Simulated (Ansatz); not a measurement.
System: methylborane, CH₅B (charge 0, singlet). 
Geometry from a B3LYP-D3(BJ)/def2-TZVP (Ansatz, a first-principles code) optimisation:
```xyz
7

B      0.8690    -0.0191     0.0480
C     -0.6804     0.0301    -0.0086
H      1.4362    -0.9603     0.5159
H      1.5284     0.8539    -0.4310
H     -1.1090     1.0318    -0.0666
H     -0.9283    -0.4579    -0.9677
H     -1.1895    -0.5528     0.7605
```

Basis-set convergence of Hartree-Fock and MP2 correlation energies (hartree) with Ansatz. Valence correlation only, unless marked. Spin-orbit coupling is left out. Non-relativistic.

```tsv
basis	functions	E(HF)	E(corr, MP2)
cc-pVDZ	53	-65.44633	-0.23456
cc-pVTZ	130	-65.46636	-0.28826
cc-pVQZ	260	-65.47069	-0.30611
```

Extrapolating the two largest sets (X = 3 and 4) as X^-3: E(corr) = (64·(-0.30611) - 27·(-0.28826))/37 = -0.3191 Eh, an estimate of the basis-set limit. The largest set recovers 95.9 % of it, the smallest 73.5 %.
